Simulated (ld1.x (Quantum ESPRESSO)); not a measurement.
## Plane-wave convergence, PAW potential for Tb

* Element: terbium
* Generator: ld1.x (Quantum ESPRESSO) 7.5
* Type: PAW
* Functional: PBE
* Relativity: scalar-relativistic
* Frozen core: [Kr] 4d10
* Valence charge: 19
* Reference configuration: 4f8.5 5s2 5p6 5d0.5 6s2 6p0
* Partial waves: 5s (bound): rcut 2.10, rcutus 2.60 bohr; 6s (bound): rcut 2.10, rcutus 2.60 bohr; 5p (bound): rcut 2.65, rcutus 3.15 bohr; 6p (bound, empty): rcut 2.65, rcutus 3.15 bohr; 5d (bound): rcut 1.65, rcutus 2.30 bohr; 5d channel at 3.95 Ry: rcut 1.65, rcutus 2.30 bohr; 4f (bound): rcut 1.40, rcutus 1.50 bohr; 4f channel at 0.05 Ry: rcut 1.40, rcutus 1.50 bohr
* Local potential: all-electron potential smoothed inside 3.10 bohr (lloc = -1)
* Core correction: a·sin(br)/r model core inside 1.15 bohr
* Augmentation charge: PSQ, inside the norm-conserving radii

The pseudo-atom Hamiltonian at the reference potential is diagonalised in spherical Bessel functions j_l(qr) that vanish at 20 bohr, with q² up to the cutoff. All-electron valence levels (Ry): 5s -3.6310, 6s -0.2930, 5p -1.9401, 6p -0.0938, 5d -0.1380, 4f -0.4339.

Problem. How do the lowest levels (Ry) of each channel move with the cutoff, and are there ghosts?

Solution.

| cutoff (Ry) | s #1 | s #2 | s #3 | p #1 | p #2 | p #3 | d #1 | f #1 | Σ f·Δε (mRy) |
| --- | --- | --- | --- | --- | --- | --- | --- | --- | --- |
| 8 | -3.6299 | -0.2578 | 0.0052 | -1.9396 | -0.0643 | 0.0571 | -0.1047 | 0.0941 | 4581.2 |
| 12 | -3.6307 | -0.2882 | 0.0000 | -1.9400 | -0.0896 | 0.0467 | -0.1310 | 0.0941 | 4503.6 |
| 18 | -3.6310 | -0.2929 | -0.0009 | -1.9401 | -0.0934 | 0.0452 | -0.1378 | 0.0941 | 4489.2 |
| 25 | -3.6310 | -0.2931 | -0.0009 | -1.9401 | -0.0938 | 0.0451 | -0.1381 | 0.0940 | 4487.4 |
| 35 | -3.6310 | -0.2932 | -0.0009 | -1.9401 | -0.0939 | 0.0451 | -0.1381 | -0.2201 | 1817.9 |
| 50 | -3.6310 | -0.2932 | -0.0009 | -1.9401 | -0.0939 | 0.0451 | -0.1382 | -0.4186 | 130.6 |
| 60 | -3.6310 | -0.2932 | -0.0009 | -1.9401 | -0.0939 | 0.0451 | -0.1382 | -0.4320 | 16.5 |
| 80 | -3.6310 | -0.2932 | -0.0009 | -1.9401 | -0.0939 | 0.0451 | -0.1382 | -0.4331 | 6.9 |
| 100 | -3.6310 | -0.2932 | -0.0009 | -1.9401 | -0.0939 | 0.0451 | -0.1382 | -0.4338 | 1.1 |
| 120 | -3.6310 | -0.2932 | -0.0009 | -1.9401 | -0.0939 | 0.0451 | -0.1382 | -0.4338 | 0.9 |
| 160 | -3.6310 | -0.2932 | -0.0009 | -1.9401 | -0.0939 | 0.0451 | -0.1382 | -0.4339 | 0.2 |
| 400 | -3.6310 | -0.2932 | -0.0009 | -1.9401 | -0.0939 | 0.0451 | -0.1382 | -0.4340 | 0.0 |

Result: no extra level below or beside the all-electron valence levels (s, p, d, f tested); 10 mRy is reached at 70 Ry and 1 mRy at 120 Ry.

Test run stopped at test 1 of 7 (negative rho).
